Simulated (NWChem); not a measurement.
# Ionisation of CCl2F

```xyz
4

F     -1.6167    -0.0638     0.0000
C     -0.3456     0.3281     0.0000
Cl     0.4889    -0.0410    -1.4815
Cl     0.4889    -0.0410     1.4815
```
Charge 0, spin multiplicity 2.

Program: NWChem. All single points use one geometry, from UPBE/def2-SVP, a minimum by its harmonic frequencies.

Basis set: def2-SVPD. −ε marks an orbital energy of the parent.

The correlated methods keep 12 core orbitals frozen. B3LYP has NWChem's definition, with VWN1-RPA local correlation. The structure started from a generated list of species. The unpaired electrons of the parent sit in orbitals of symmetry a' (Cs labels of the run); other states weren't searched. No SCF solution was tested for a lower state. Open-shell Hartree-Fock references start from PBE0 orbitals.

Q: One of these methods gave a first vertical ionisation energy of 5.69 eV. Which?
A. −ε(alpha HOMO) of B3LYP
B. −ε(alpha HOMO) of HF
C. −ε(alpha HOMO) of PBE
D. −ε(alpha HOMO) of r2SCAN

A: C, −ε(alpha HOMO) of PBE. The others give 6.96 (−ε(alpha HOMO) of B3LYP), 11.25 (−ε(alpha HOMO) of HF), 6.23 (−ε(alpha HOMO) of r2SCAN).
